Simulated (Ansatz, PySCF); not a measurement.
Caution: the highest occupied level lies above zero, a sign of self-interaction error and of too few diffuse functions. Another site gives an ion 0.03 eV lower (`[NH-][SiH3]`) at the level frozen-core CCSD(T)/aug-cc-pVTZ // B3LYP-D3(BJ)/def2-TZVPD (Ansatz, a first-principles code).

B3LYP has the VWN-RPA correlation part, as in Gaussian. Delta-SCF ions had no search for a lower state. 

Cartesian coordinates (Å):
SMILES: N[SiH2-]
```xyz
6

N     -0.8638    -0.3090    -0.2449
Si     0.8572     0.2739    -0.5396
H     -1.5492     0.2645    -0.7194
H     -1.1625    -0.4082     0.7198
H      1.5918    -0.9504     0.0481
H      1.1264     1.1292     0.7360
```
Charge -1, spin multiplicity 1.

Q: Estimate the HOMO, vertical detachment energy (Delta-SCF) and total energy that B3LYP-D3(BJ)/def2-TZVPD run with PySCF returns for this input.

A: 
```
Quantity                                       Value
--------------------------------------  ------------
HOMO                                         0.51 eV
vertical detachment energy (Delta-SCF)       1.70 eV
total energy                            -346.7180 Ha
```
